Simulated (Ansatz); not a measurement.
One geometry of WNCl₃, several levels of theory.

```yaml
crystal:
  periodic: [false, false, false]
  atoms:
    - {symbol: W, position_ang: [0.000085, -0.000066, 0.007163]}
    - {symbol: N, position_ang: [0.007443, -0.013627, 1.658805]}
    - {symbol: Cl, position_ang: [2.191368, 0.009142, -0.565151]}
    - {symbol: Cl, position_ang: [-1.103235, 1.902164, -0.534839]}
    - {symbol: Cl, position_ang: [-1.095660, -1.897603, -0.565978]}
basis:
  gaussian: {orbitals: def2-TZVPD, initial_orbitals: start.molden}
hamiltonian: {xc: pbe, dispersion: d4}
scf: {omitted_lower_state_checks: [starts]}
output: {orbitals: {seedname: orbitals}}
```

The file start.molden holds the orbitals of an earlier run on this structure, at another level or in another basis.

```sh
$ ansatz run in.yaml --threads 4 --pin off --events-out ev --progress --plain --max-ram 3916MiB
```

Shortened log:

```
Functional definition: PBE
1365 factors; their error is unknown
mean field evaluation 1: about -40874.8864 eV, gradient 1.7e1 eV
mean field evaluation 2: about -40875.0909 eV, gradient 3.1e-1 eV
mean field evaluation 4: about -40875.0752 eV, gradient 8.3e-2 eV
mean field -40875.07517449 eV, -1502.1313065416 hartree, gradient 4.0e-5 eV, S^2 0.000000; 0 other end points of the search recorded, 0 dependent functions left out
reference -40875.07525714 eV, -1502.1313095787 hartree; 36, 36 occupied and 182, 182 virtual orbitals, 1365 factors
Total energy: -40875.30247646 eV, -1502.1396597349 hartree
Checks for a lower state left out: starts
```

Hardware: 4 threads of Arm Neoverse V2 on a shared host. Wall time 3.2 s.

First input, but with `hamiltonian: {xc: r2scan, dispersion: d4}` (abridged; 6.5 s):

```
Functional definition: r2SCAN
mean field -40888.51867998 eV, -1502.6253462558 hartree, gradient 1.2e-5 eV, S^2 0.000000
Total energy: -40888.56966218 eV, -1502.6272198172 hartree
Checks for a lower state left out: starts
```

First input, but with `gaussian: {orbitals: def2-TZVP, initial_orbitals: start.molden}`, `hamiltonian: {xc: {name: BLYP}, dispersion: d4}` (abridged; 2 s):

```
Functional definition: BLYP
mean field -40890.02167097 eV, -1502.6805801561 hartree, gradient 2.0e-5 eV, S^2 0.000000
Total energy: -40890.49156123 eV, -1502.6978483046 hartree
Checks for a lower state left out: starts
```

As the first input, with `gaussian: {orbitals: def2-TZVP, initial_orbitals: start.molden}`, `correlation: {method: ccsd_t}` and without the key `hamiltonian` (abridged; 79 s):

```
Functional definition: HF
mean field -40804.59614222 eV, -1499.5412498779 hartree, gradient 2.0e-6 eV, S^2 0.000000; unrestricted orbitals would lower it
16 core orbitals not correlated: weight in the atoms' cores, before any rotation towards them, 1.000 or more for the frozen orbitals, at most 0.000 for the correlated occupied ones
second order -33.00907483 eV of doubles, -0.00000000 eV of singles
cycle   1  -30.15350491 eV  change     2.9e0 eV  update   2.6e-1
cycle   2  -31.74881188 eV  change    -1.6e0 eV  update   1.6e-1
cycle   3  -32.06152410 eV  change   -3.1e-1 eV  update   3.4e-2
cycle   4  -32.09299406 eV  change   -3.1e-2 eV  update   1.6e-2
cycle   5  -32.07988595 eV  change    1.3e-2 eV  update   5.0e-3
cycle   6  -32.08197270 eV  change   -2.1e-3 eV  update   2.2e-3
cycle   7  -32.08002053 eV  change    2.0e-3 eV  update   9.1e-4
cycle   8  -32.07969076 eV  change    3.3e-4 eV  update   3.9e-4
cycle   9  -32.07990014 eV  change   -2.1e-4 eV  update   2.1e-4
cycle  10  -32.07999307 eV  change   -9.3e-5 eV  update   9.1e-5
cycle  11  -32.07977423 eV  change    2.2e-4 eV  update   5.3e-5
cycle  12  -32.07982989 eV  change   -5.6e-5 eV  update   2.4e-5
cycle  13  -32.07985509 eV  change   -2.5e-5 eV  update   1.3e-5
perturbative correction -1.86089129 eV, -0.0683864935 hartree
Total energy: -40838.53688860 eV, -1500.7885493016 hartree
Checks for a lower state left out: starts
```

As the first input, with `gaussian: {orbitals: def2-SVP, initial_orbitals: start.molden}` (abridged; 1.1 s):

```
Functional definition: PBE
mean field -40859.82778561 eV, -1501.5709753353 hartree, gradient 5.1e-5 eV, S^2 0.000000
Total energy: -40860.05506588 eV, -1501.5793277309 hartree
Checks for a lower state left out: starts
```

As the first input, with `gaussian: {orbitals: def2-TZVP, initial_orbitals: start.molden}`, `hamiltonian: {xc: {name: r2SCANh}, dispersion: d4}` (abridged; 6 s):

```
Functional definition: r2SCANh
mean field -40887.38733969 eV, -1502.5837702672 hartree, gradient 8.8e-6 eV, S^2 0.000000
Total energy: -40887.44424265 eV, -1502.5858614122 hartree
Checks for a lower state left out: starts
```

The first input with `gaussian: {orbitals: def2-TZVP, initial_orbitals: start.molden}`, `hamiltonian: {xc: {name: B3LYP}, dispersion: d4}` (abridged; 2.9 s):

```
Functional definition: B3LYP
mean field -40892.09542612 eV, -1502.7567892520 hartree, gradient 5.7e-5 eV, S^2 0.000000
Total energy: -40892.46943293 eV, -1502.7705337488 hartree
Checks for a lower state left out: starts
```

Geometry: PBE0-D4/def2-SVP.

In the def2 sets W takes a core potential; there is no spin–orbit coupling. B3LYP takes the VWN-RPA correlation. Correlated methods freeze 16 core orbitals; core or outer-core shells of W are correlated, in sets that lack core-valence functions. The restricted singlet is unstable towards broken spin symmetry in Hartree–Fock (as tested in another run); at PBE-D4/def2-TZVPD, r2SCAN-D4/def2-TZVPD, BLYP-D4/def2-TZVP, PBE-D4/def2-SVP and others this wasn't settled. At CCSD(T)/def2-TZVP the restricted singlet (for correlated methods, its reference) is unstable: a solution with broken spin symmetry lies lower.
